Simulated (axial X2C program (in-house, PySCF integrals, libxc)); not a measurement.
Which molecule has these constants?

All values come from calculations with an axial X2C code built on PySCF integrals, spin-free (one-electron X2C) or two-component (2c: spin–orbit coupling with atomic mean-field Coulomb and Gaunt terms, which also bring small scalar terms), in Dyall basis sets with cores contracted in-house; open shells are unrestricted.

A two-component PBE0 calculation in a Dyall 3-zeta basis gave Re = 2.467 Å, ωe = 304.1 cm⁻¹, dipole magnitude 1.13 D, Ω = 3/2.

Question: Which molecule is it?
A. AlGe
B. GeS
C. MgGe
D. GeP
E. NaGe

Answer: A. The others have GeS 2.012 Å and 585.9 cm⁻¹ (Ω = 0); MgGe 2.582 Å and 253.5 cm⁻¹ (Ω = 1); GeP 2.144 Å and 490.9 cm⁻¹ (Ω = 3/2); NaGe 2.735 Å and 208.3 cm⁻¹ (Ω = 3/2).

Each entry is the lowest single determinant of a limited PBE0 search at one distance. De goes to single-determinant-based atoms at the same level (for ions the charge split of lowest energy) and is withheld (n/a) where an atom does not fit its ground term or J level. Main or longest-lived isotopes. One determinant is a doubtful description, or other states lie close, for AlGe, MgGe, GeP, NaGe; these need not be ground states, and all values refer to the states named. Some open-shell Ω = 0 determinants are out of reach, so the Ω given for MgGe need not be the lowest component. With several unpaired electrons the Ω given is that of one determinant, not necessarily of the lowest component. The functionals have no current term, which raises determinants with orbital currents.
